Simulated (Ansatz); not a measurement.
The cluster In₅ (the lowest doublet isomer of a short search), 5 atoms. Hardware: 4 threads of Arm Neoverse V2 on a shared host.

In the def2 sets In takes a core potential; there is no spin–orbit coupling. Correlated methods freeze 20 core orbitals; core or outer-core shells of In are correlated, in sets that lack core-valence functions.

(1) How many basis functions does each of these Ansatz runs have, and roughly what does it cost? PBE-D4/def2-TZVPD, charge -1 triplet at the geometry of the charge 0 doublet, energy, from earlier orbitals; r2SCAN-D4/def2-TZVPD, charge -1 singlet at the geometry of the charge 0 doublet, energy, from earlier orbitals; PBE0-D4/def2-SVP, charge 0 doublet, energy with a search over starts; PBE0-D4/def2-SVP, charge 0 doublet, relaxation, 15 steps; PBE-D4/def2-TZVPD, charge 0 doublet, energy, from earlier orbitals; PBE0-D4/def2-TZVPD, charge -1 triplet at the geometry of the charge 0 doublet, energy; MP2/def2-TZVP, charge 0 quartet, energy, from earlier orbitals; r2SCAN-D4/def2-TZVP, charge 0 quartet, energy, from earlier orbitals; r2SCAN-D4/def2-TZVPD, charge 0 doublet, energy, from earlier orbitals; PBE0-D4/def2-TZVP, charge 0 doublet, energy, from earlier orbitals; PBE0-D4/def2-SVP, charge 0 quartet, energy with a search over starts; PBE-D4/def2-TZVPD, charge -1 singlet at the geometry of the charge 0 doublet, energy, from earlier orbitals.

## Answers

(1) Other jobs shared the machine, so times can vary by a factor of up to 3.

```csv
run,functions,fitting or Cholesky vectors,wall time,peak host memory (GiB)
"PBE-D4/def2-TZVPD, charge -1 singlet at the geometry of the charge 0 doublet, energy, from earlier orbitals",280,2155,4.5 s,0.64
"r2SCAN-D4/def2-TZVPD, charge -1 singlet at the geometry of the charge 0 doublet, energy, from earlier orbitals",280,2155,9 s,0.69
"PBE-D4/def2-TZVPD, charge 0 doublet, energy, from earlier orbitals",280,2155,12 s,0.73
"PBE0-D4/def2-SVP, charge 0 doublet, energy with a search over starts",130,1695,14 s,0.75
"PBE0-D4/def2-SVP, charge 0 quartet, energy with a search over starts",130,1695,19 s,0.88
"PBE-D4/def2-TZVPD, charge -1 triplet at the geometry of the charge 0 doublet, energy, from earlier orbitals",280,2155,24 s,1.5
"MP2/def2-TZVP, charge 0 quartet, energy, from earlier orbitals",250,2455,29 s,1.5
"r2SCAN-D4/def2-TZVPD, charge 0 doublet, energy, from earlier orbitals",280,2155,31 s,0.84
"PBE0-D4/def2-TZVP, charge 0 doublet, energy, from earlier orbitals",250,2405,32 s,1.5
"r2SCAN-D4/def2-TZVP, charge 0 quartet, energy, from earlier orbitals",250,1940,44 s,1.2
"PBE0-D4/def2-TZVPD, charge -1 triplet at the geometry of the charge 0 doublet, energy",280,2570,58 s,2.1
"PBE0-D4/def2-SVP, charge 0 doublet, relaxation, 15 steps",130,1855,85 s,0.63
```
